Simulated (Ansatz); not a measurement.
Ideal-gas functions of ClFH$_{2}$NSTa (`[NH2][Ta]([F])(=[S])[Cl]`) at 800 K and 1 bar, from an Ansatz frequency run at PBE0-D4/def2-TZVP.

Molar mass 283.49 g/mol, point group C1 (symmetry number 1), electronic degeneracy 1, moments of inertia 228.655, 320.19, 373.626 u Å². Harmonic wavenumbers (cm⁻¹, unscaled): 128, 134, 172, 182, 196, 357, 402, 526, 545, 612, 678, 712, 1540, 3559, 3667.

Use S(trans) = R[1.5 ln M + 2.5 ln T − 1.1517]; rotational temperatures θ = 24.2544 K / I; S(rot) = R[ln(√π/σ · √(T³/θAθBθC)) + 1.5]; for each mode x = 1.438777 ν̃/T, S = R[x/(eˣ − 1) − ln(1 − e⁻ˣ)] and H = RT x/(eˣ − 1); 1 cm⁻¹ = 0.0119627 kJ/mol; R = 8.31446 J/(mol·K).

Question: By hand: the entropy, in J/(mol·K).

Answer: Translation 199.8. Rotation: θ = 0.1061, 0.0758, 0.0649 K, giving 132.0. Vibration, mode by mode: 20.54, 20.17, 18.10, 17.64, 17.03, 12.14, 11.19, 9.08, 8.81, 7.92, 7.16, 6.80, 2.08, 0.10, 0.09, in all 158.9. Electronic 0.0. Sum 490.7 J/(mol·K).

Question: By hand: H − E and G − E in kJ/mol, counted from the electronic energy.

Answer: Zero-point energy ½ × 13410 × 0.0119627 = 80.2; thermal vibration 57.5; translation, rotation and pV give 4 RT = 26.6. H − E = 164.3 kJ/mol, and G − E = 164.3 − 800 × 490.7/1000 = -228.3 kJ/mol.

Vibration gives 32 % of the entropy, 40.7 J/(mol·K) of it from the modes under 150 cm⁻¹: soft modes count most, and the harmonic formula is weakest for them. The sum counts one conformer and one mirror image; others add a mixing term.
